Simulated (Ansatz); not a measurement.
Reaction (substitution at a C–O bond): `CCOC(=O)OC` + `[OH][SnH3]` → `CC[O][SnH3]` + `COC(=O)O`

Gas-phase electronic energies from Ansatz, PBE0-D4/def2-TZVP geometries. CBS: MP2 limit from def2 TZ/QZ plus the TZ coupled-cluster correction, frozen cores. Functionals use def2-TZVPP. B3LYP here is the variant with VWN-RPA as its local correlation; programs differ in this. Elements past krypton have def2 core potentials. For Sn outer-core shells are correlated without core-valence functions, which leaves a few kJ/mol of doubt a bond. One conformer a species, not always the lowest.

Problem. Is it downhill or uphill in electronic energy at CCSD(T)/CBS, and by how much? (Best estimate.)

Solution. Computed: Uphill: ΔE = +11.4 kJ/mol.

Problem. What do these levels give: B3LYP-D4, ωB97X-V, ωB97M-V, B2PLYP, B3LYP, HF/def2-TZVPP, SCS-MP2/def2-TZVPP, CCSD/def2-TZVPP, CCSD(T)/def2-TZVPP, HF/def2-QZVPP, MP2/def2-QZVPP, CCSD/CBS(def2)? (Best estimate.)

Solution. The calculation gave: B3LYP-D4 10.9, ωB97X-V 12.4, ωB97M-V 12.4, B2PLYP 11.2, B3LYP 10.3, HF/def2-TZVPP 9.9, SCS-MP2/def2-TZVPP 11.3, CCSD/def2-TZVPP 11.2, CCSD(T)/def2-TZVPP 11.8, HF/def2-QZVPP 9.9, MP2/def2-QZVPP 11.4, CCSD/CBS(def2) 10.8 kJ/mol.

Largest T1 diagnostic among the species: 0.014.
